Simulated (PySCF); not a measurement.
H$_{3}$OSb, singlet, at a GFN2-xTB geometry (core potentials on Sb), atoms displaced at random by about 0.03 Å a coordinate; R2SCAN/def2-SVP, gradient (PySCF).

The PySCF input:
```python
from pyscf import gto, scf, dft

mol = gto.M(
    atom='''
Sb   -0.179025   -0.202832    0.197869
H    -1.597193    0.080337   -0.776298
H     0.342145   -1.406482   -0.906189
O     1.014036    1.101794   -0.902003
H     1.065717    1.924647   -0.393729
''',
    basis='def2-svp',
    ecp={'Sb': 'def2-svp'},
    charge=0,
    spin=0,
    verbose=4,
)

mf = dft.RKS(mol)
mf.xc = 'r2scan'
mf.grids.level = 1
mf.kernel()
g = mf.nuc_grad_method()
g.grid_response = False
grad = g.kernel()
```

Question: What does PySCF print? Leave out banner, timings and long lists.

Answer: 
```
PySCF version 2.14.0

[INPUT] verbose = 4
[INPUT] num. atoms = 5
[INPUT] num. electrons = 34
[INPUT] charge = 0
[INPUT] spin (= nelec alpha-beta = 2S) = 0
[INPUT] symmetry False subgroup None
[INPUT] Mole.unit = angstrom
[INPUT] Symbol           X                Y                Z      unit          X                Y                Z       unit  Magmom
[INPUT]  1 Sb    -0.179025000000  -0.202832000000   0.197869000000 AA   -0.338308219450  -0.383296929298   0.373918218542 Bohr   0.0
[INPUT]  2 H     -1.597193000000   0.080337000000  -0.776298000000 AA   -3.018257338072   0.151814927669  -1.466990611048 Bohr   0.0
[INPUT]  3 H      0.342145000000  -1.406482000000  -0.906189000000 AA    0.646560344889  -2.657865779131  -1.712449027093 Bohr   0.0
[INPUT]  4 O      1.014036000000   1.101794000000  -0.902003000000 AA    1.916250320449   2.082088905689  -1.704538633536 Bohr   0.0
[INPUT]  5 H      1.065717000000   1.924647000000  -0.393729000000 AA    2.013913256293   3.637055716466  -0.744039977299 Bohr   0.0

nuclear repulsion = 73.6866973857747
number of shells = 25
number of NR pGTOs = 106
number of NR cGTOs = 55
basis = def2-svp
ecp = {'Sb': 'def2-svp'}

******** <class 'pyscf.dft.rks.RKS'> ********
method = RKS
initial guess = minao
damping factor = 0
level_shift factor = 0
DIIS = <class 'pyscf.scf.diis.CDIIS'>
diis_start_cycle = 1
diis_space = 8
diis_damp = 0
SCF conv_tol = 1e-09
SCF conv_tol_grad = None
SCF max_cycles = 50
direct_scf = True
direct_scf_tol = 1e-13
XC library pyscf.dft.libxc version 7.1.2
    S. Lehtola, C. Steigemann, M. J. T. Oliveira, and M. A. L. Marques,  SoftwareX 7, 1–5 (2018)
XC functionals = r2scan
    J. W. Furness, A. D. Kaplan, J. Ning, J. P. Perdew, and J. Sun,  J. Phys. Chem. Lett. 11, 8208–8215 (2020)
    J. W. Furness, A. D. Kaplan, J. Ning, J. P. Perdew, and J. Sun,  J. Phys. Chem. Lett. 11, 9248–9248 (2020)
    J. W. Furness, A. D. Kaplan, J. Ning, J. P. Perdew, and J. Sun,  J. Phys. Chem. Lett. 11, 8208–8215 (2020)
    J. W. Furness, A. D. Kaplan, J. Ning, J. P. Perdew, and J. Sun,  J. Phys. Chem. Lett. 11, 9248–9248 (2020)
radial grids:
    Treutler-Ahlrichs [JCP 102, 346 (1995); DOI:10.1063/1.469408] (M4) radial grids

becke partition: Becke, JCP 88, 2547 (1988); DOI:10.1063/1.454033
pruning grids: <function nwchem_prune>
grids dens level: 1
symmetrized grids: False
atomic radii adjust function: <function treutler_atomic_radii_adjust>
small_rho_cutoff = 0
Set gradient conv threshold to 3.16228e-05
Initial guess from minao.
tot grids = 20624
init E= -291.893097107148
  HOMO = -0.782758188974274  LUMO = -0.708814653438246  gap/eV = 2.01211
cycle= 1 E= -315.799410143224  delta_E= -23.9  |g|= 2.59  |ddm|= 9.96
  HOMO = 0.0311019481574242  LUMO = 0.0629217966330557  gap/eV = 0.86586
cycle= 2 E= -315.111920381136  delta_E= 0.687  |g|= 2.99  |ddm|= 7.37
  HOMO = -0.111047375597295  LUMO = -0.0296077726186041  gap/eV = 2.21608
cycle= 3 E= -316.95378433509  delta_E= -1.84  |g|= 1.07  |ddm|=  4.5
  HOMO = -0.24844971485745  LUMO = -0.0877250621415975  gap/eV = 4.37354
cycle= 4 E= -317.076436938055  delta_E= -0.123  |g|= 0.863  |ddm|= 1.72
  HOMO = -0.232156316789858  LUMO = -0.0683056850733976  gap/eV = 4.45860
cycle= 5 E= -317.239917338678  delta_E= -0.163  |g|= 0.0769  |ddm|= 0.662
  HOMO = -0.227357571911469  LUMO = -0.0713769301451528  gap/eV = 4.24445
cycle= 6 E= -317.241990708448  delta_E= -0.00207  |g|= 0.0369  |ddm|= 0.187
  HOMO = -0.22935141825571  LUMO = -0.0706560339081328  gap/eV = 4.31832
cycle= 7 E= -317.242510609486  delta_E= -0.00052  |g|= 0.00917  |ddm|= 0.0624
  HOMO = -0.229452623097441  LUMO = -0.0705175363455126  gap/eV = 4.32484
cycle= 8 E= -317.242542648091  delta_E= -3.2e-05  |g|= 0.00164  |ddm|= 0.0154
  HOMO = -0.229591600263628  LUMO = -0.0705924193748153  gap/eV = 4.32659
cycle= 9 E= -317.242543561238  delta_E= -9.13e-07  |g|= 0.000382  |ddm|= 0.00246
  HOMO = -0.229620606806073  LUMO = -0.0706023114991758  gap/eV = 4.32711
cycle= 10 E= -317.242543611424  delta_E= -5.02e-08  |g|= 5.35e-05  |ddm|= 0.000592
  HOMO = -0.22962348646691  LUMO = -0.070602761996355  gap/eV = 4.32717
cycle= 11 E= -317.242543612353  delta_E= -9.3e-10  |g|= 1.55e-05  |ddm|= 0.000105
  HOMO = -0.229625218249989  LUMO = -0.0706046280962447  gap/eV = 4.32717
Extra cycle  E= -317.242543612305  delta_E= 4.89e-11  |g|= 1.97e-05  |ddm|= 6.18e-05
converged SCF energy = -317.242543612305

******** <class 'pyscf.grad.rks.Gradients'> for <class 'pyscf.dft.rks.RKS'> ********
unit = Eh/Bohr
grid_response = False
--------------- RKS gradients ---------------
         x                y                z
0 Sb    -0.0117088029    -0.0151023592     0.0195504928
1 H    -0.0016210886     0.0022864147    -0.0033077164
2 H     0.0026509522     0.0035102845    -0.0025453943
3 O     0.0105432391     0.0094666612    -0.0127575295
4 H    -0.0005733657    -0.0003386287    -0.0006030911
----------------------------------------------
```
